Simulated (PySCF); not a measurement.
Constitutional and geometric isomers with formula C3H2O2. All species are isolated molecules in the gas phase. One relaxed conformer stands for each flexible species; it need not be the lowest. Strings in code marks are SMILES.

All values below come from B3LYP-D3(BJ)/def2-TZVP run with PySCF 2.14.0. B3LYP has the VWN-RPA correlation part, as in Gaussian. 

| species | S1 oscillator strength | HOMO (eV) | HOMO–LUMO gap (eV) |
|---|---|---|---|
| `C#COC=O` | 0.000 | -7.69 | 6.36 |
| `O=c1cc1O` (C–C–O–H torsion 0°) | 0.001 | -6.84 | 6.25 |
| `O=C1[C@H]2O[C@@H]12` | 0.000 | -7.29 | 6.09 |
